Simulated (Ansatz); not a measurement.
`[SiH3]O[Si](Cl)(Cl)Cl`: the same geometry under several functionals.

```yaml
crystal:
  periodic: [false, false, false]
  atoms:
    - {symbol: Si, position_ang: [0.248224, -1.319561, 0.944424]}
    - {symbol: O, position_ang: [0.441360, -0.133961, -0.186244]}
    - {symbol: Si, position_ang: [-0.120944, 1.176055, -0.908976]}
    - {symbol: Cl, position_ang: [-1.902391, 0.778748, -1.793965]}
    - {symbol: Cl, position_ang: [1.206114, 1.772161, -2.312751]}
    - {symbol: Cl, position_ang: [-0.383222, 2.665105, 0.443254]}
    - {symbol: H, position_ang: [1.440755, -2.193160, 0.872723]}
    - {symbol: H, position_ang: [-0.979775, -2.091370, 0.637431]}
    - {symbol: H, position_ang: [0.138377, -0.700414, 2.287001]}
basis:
  gaussian: {orbitals: def2-TZVPP}
hamiltonian: {xc: {name: wB97M-V}}
output: {forces: true, orbitals: {seedname: orbitals}}
```

```sh
$ ansatz run in.yaml --threads 2 --pin off --events-out ev --progress --plain --max-ram 22528MiB --backend cuda --devices 0, --max-vram 18GiB
```

Output, abridged:

```
Functional definition: wB97M-V
1840 factors; their error is unknown
317 factors; integrals over basis functions are off by at most 2.3e-5 eV
mean field evaluation 1: about -55421.1390 eV, gradient 5.0e1 eV
mean field evaluation 2: about -55420.0122 eV, gradient 5.8e1 eV
mean field evaluation 4: about -55425.2272 eV, gradient 2.1e0 eV
mean field evaluation 8: about -55425.2470 eV, gradient 2.2e-2 eV
mean field evaluation 16: about -55425.3043 eV, gradient 1.9e-5 eV
mean field -55425.30433243 eV, -2036.8423655962 hartree, gradient 1.9e-5 eV, S^2 0.000000; 0 other end points of the search recorded, 0 dependent functions left out
reference -55425.30438704 eV, -2036.8423676031 hartree; 45, 45 occupied and 238, 238 virtual orbitals, 1840 factors
Total energy: -55425.30438704 eV, -2036.8423676031 hartree
Atom 0 at     0.248224    -1.319561     0.944424 Å, force    -0.014884    -0.197847     0.176933 eV/Å
Atom 1 at     0.441360    -0.133961    -0.186244 Å, force     0.039393    -0.008144    -0.019823 eV/Å
Atom 2 at    -0.120944     1.176055    -0.908976 Å, force    -0.011063     0.040833    -0.027081 eV/Å
Atom 3 at    -1.902391     0.778748    -1.793965 Å, force    -0.036873    -0.010616    -0.014844 eV/Å
Atom 4 at     1.206114     1.772161    -2.312751 Å, force     0.026022     0.018191    -0.032960 eV/Å
Atom 5 at    -0.383222     2.665105     0.443254 Å, force    -0.006320     0.027337     0.030148 eV/Å
Atom 6 at     1.440755    -2.193160     0.872723 Å, force    -0.151745     0.106613     0.012932 eV/Å
Atom 7 at    -0.979775    -2.091370     0.637431 Å, force     0.144658     0.095056     0.036078 eV/Å
Atom 8 at     0.138377    -0.700414     2.287001 Å, force     0.010811    -0.071422    -0.161383 eV/Å
Dipole moment:     0.024013    -0.233928     0.180937 e Å
```

Hardware: 2 threads of an AMD EPYC 7R13 on a shared host and a share of an NVIDIA H100 80 GB. Wall time 6 s, peak host memory 1 GiB.

Changing it to `hamiltonian: {xc: {name: wB97X-V}}` and no forces (abridged; 2.3 s):

```
Functional definition: wB97X-V
mean field evaluation 16: about -55419.9654 eV, gradient 6.6e-5 eV
mean field -55419.96539289 eV, -2036.6461631870 hartree, gradient 6.6e-5 eV, S^2 0.000000
Total energy: -55419.96539063 eV, -2036.6461631039 hartree
```

With the line `hamiltonian: {xc: {name: B3LYP}, dispersion: d4}` (abridged; 2.3 s):

```
Functional definition: B3LYP
mean field evaluation 16: about -55430.8204 eV, gradient 4.3e-5 eV
mean field -55430.82039012 eV, -2037.0450769774 hartree, gradient 4.3e-5 eV, S^2 0.000000
Total energy: -55431.41696740 eV, -2037.0670007879 hartree
Atom 0 force     0.003237    -0.173808     0.144365 eV/Å
Atom 1 force     0.030875    -0.038373     0.011446 eV/Å
Atom 2 force     0.037960    -0.024257    -0.005481 eV/Å
Atom 3 force    -0.219100    -0.061191    -0.103617 eV/Å
Atom 4 force     0.170894     0.068336    -0.173617 eV/Å
Atom 5 force    -0.029005     0.174862     0.176320 eV/Å
Atom 6 force    -0.080680     0.051854     0.010937 eV/Å
Atom 7 force     0.080596     0.048157     0.025422 eV/Å
Atom 8 force     0.005223    -0.045581    -0.085775 eV/Å
Dipole moment:     0.024352    -0.237739     0.183920 e Å
```

B3LYP takes the VWN-RPA correlation (the form of Gaussian; ORCA's B3LYP/G).
